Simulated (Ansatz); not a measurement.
`FBB[SiH3]` and `FBBCl` differ in one atom or group.

Ansatz, PBE0-D4/def2-TZVP geometries, multiplicity 1. Each molecule was computed in one conformer, which needn't be the lowest.

```
                                          property  `FBB[SiH3]`
           HOMO–LUMO gap (ωB97M-V/def2-TZVPP) / eV         9.53
               HOMO–LUMO gap (PBE/def2-TZVPP) / eV         3.05
size of the dipole moment (ωB97M-V/def2-TZVPP) / D         0.89
             HOMO energy (ωB97M-V/def2-TZVPP) / eV       -10.19
              HOMO–LUMO gap (PBE0/def2-TZVPP) / eV         5.35
               LUMO energy (B3LYP/def2-TZVPP) / eV        -2.82
```

Task: What does the change do to each property? (An estimate is asked.)

Result: The calculation gave: 
```csv
property,`FBBCl`,shift
HOMO–LUMO gap (ωB97M-V/def2-TZVPP) / eV,10.25,0.72
HOMO–LUMO gap (PBE/def2-TZVPP) / eV,3.61,0.56
size of the dipole moment (ωB97M-V/def2-TZVPP) / D,0.79,-0.10
HOMO energy (ωB97M-V/def2-TZVPP) / eV,-10.26,-0.07
HOMO–LUMO gap (PBE0/def2-TZVPP) / eV,5.98,0.63
LUMO energy (B3LYP/def2-TZVPP) / eV,-2.24,0.58
```

The zero-point energy changes by -59.1 kJ/mol with -9 modes. Dipoles are sizes alone; their direction can turn.

B3LYP here is the variant with VWN-RPA as its local correlation; programs differ in this.
